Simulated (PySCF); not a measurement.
C4H7O2 (SMILES C[C](C)C(=O)O), doublet, geometry from GFN2-xTB. Base run: BLYP/6-31G run with PySCF.

Here is a job for PySCF.
```python
from pyscf import gto, scf, dft

mol = gto.M(
    atom='''
C    -1.289866    1.206004   -0.528340
C    -0.646361   -0.013540    0.007972
C    -1.458094   -1.142144    0.508639
C     0.779668   -0.116183    0.048875
O     1.409551   -1.075372    0.470310
O     1.421954    0.981732   -0.437722
H    -0.972607    1.380665   -1.558341
H    -0.967686    2.083983    0.035057
H    -2.372963    1.128346   -0.490717
H    -0.809047   -1.940540    0.859042
H    -2.106386   -0.815473    1.324863
H    -2.111340   -1.523582   -0.279391
H     2.375919    0.830898   -0.374091
''',
    basis='6-31g',
    charge=0,
    spin=1,
    verbose=4,
)

mf = dft.UKS(mol)
mf.xc = 'blyp'
mf.kernel()
```

The base run was repeated with changes; each row names its change, and settings that it needs were set with it.

| change | ΔE vs base (µEh) | fitting functions | dipole (D) |
|---|---|---|---|
| base | 0.0 | - | 2.01 |
| auxbasis = autoaux | -6473 | 551 | 2.02 |
| auxbasis = def2-universal-jfit | -237 | 371 | 2.01 |
| auxbasis = cc-pvtz-jkfit | -86.5 | 684 | 2.01 |
| auxbasis = even-tempered beta=1.6 | -5975 | 745 | 2.02 |
| auxbasis = def2-universal-jkfit | -122 | 580 | 2.01 |
| auxbasis = cc-pvtz-ri | -458 | 696 | 2.01 |
| auxbasis = even-tempered beta=2.0 | -6737 | 505 | 2.02 |
| auxbasis = default (with mf = mf.density_fit()) | -157 | 581 | 2.01 |
| auxbasis = cc-pvqz-jkfit | -47.8 | 993 | 2.01 |

A fitting set is made for a task (jfit for Coulomb, jkfit for Coulomb and exchange, ri for correlation) and for a family of orbital bases.

Open shells are given as the SCF converged; they aren't shown to be the lowest states, and a large step between rows can be another state.
